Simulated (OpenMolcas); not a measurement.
Mn VI.

```
Program             : OpenMolcas
Method              : CASSCF
Basis               : ANO-R1 [5s3p3d1f]
Scalar Hamiltonian  : X2C, finite nucleus
Active space        : 2 electrons in 5 orbitals (3d)
State averaging     : 2S+1 = 3 even, 10 roots; 2S+1 = 1 even, 15 roots
Spin-orbit coupling : RASSI with atomic mean-field integrals over the reference wave functions, term energies averaged over their components
```

Levels without dynamic correlation, in cm-1 above 3d2 3F2:

```json
{"Level": "3d2 1D2", "E": "18805"}
{"Level": "3d2 3P0", "E": "21845"}
{"Level": "3d2 1G4", "E": "28801"}
{"Level": "3d2 1S0", "E": "69759"}
```

On this reference, SS-CASPT2, IPEA 0.25 Eh, imaginary shift 0.1 Eh (closed shells correlated: 3s 3p) puts 3d2 1D2 at 16070 cm-1.

Task: Estimate the other levels at that method by one scale factor, and say how well it serves.

Result: The factor is 16070 / 18805 = 0.855. Scaled values beside those that SS-CASPT2 gives and measured ones (Corliss and Sugar, J. Phys. Chem. Ref. Data 6, 1253 (1977)):
```json
{"Level": "3d2 3P0", "Scaled": "18677", "SS-CASPT2": "19050", "Miss (%)": "-2.0", "Measured": "17782"}
{"Level": "3d2 1G4", "Scaled": "24625", "SS-CASPT2": "27370", "Miss (%)": "-10.0", "Measured": "25511"}
{"Level": "3d2 1S0", "Scaled": "59644", "SS-CASPT2": "62530", "Miss (%)": "-4.6", "Measured": ""}
```
For these levels the scaled values miss SS-CASPT2 by up to 10.0 %, as correlation changes each term by its own factor, spin-orbit parts do not scale and CASPT2 has its own spread within terms. This holds within one configuration; levels of others move differently, and the target method has errors of its own against measurement.

CASPT2 does not keep the components of a term degenerate, so their means are used; among the terms shown or strongly mixed into the levels shown the widest spread is 770 cm-1 (3d2 1G, SS-CASPT2). The basis is small and was not contracted for so high a charge. Without dynamic correlation excited terms often stand tens of per cent too high (terms of higher spin than the ground term too low), and those without a measured partner can miss by more than the paired ones (holds for CASSCF). Computed and measured levels are paired by configuration, term and J; levels that our copy of the source lacks, or whose pairing is in doubt (as where it misses far off the trend of its configuration), stay unpaired and out of the deviations. Only configurations of the active space appear.
